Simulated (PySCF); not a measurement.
Method: PySCF 2.14.0 with PBE0-D3(BJ)/def2-TZVP. All species are isolated molecules in the gas phase. 

Reference species (SMILES): `I[B]I` (neutral, multiplicity 2).

- dipole moment: 0.61 D

Changed species: `[BH2]` (radical fragment; the reference has radical fragment).

**Question.** Predict the effect on the dipole moment.

**Answer.** the dipole moment falls by 0.11 D, to 0.50 D.
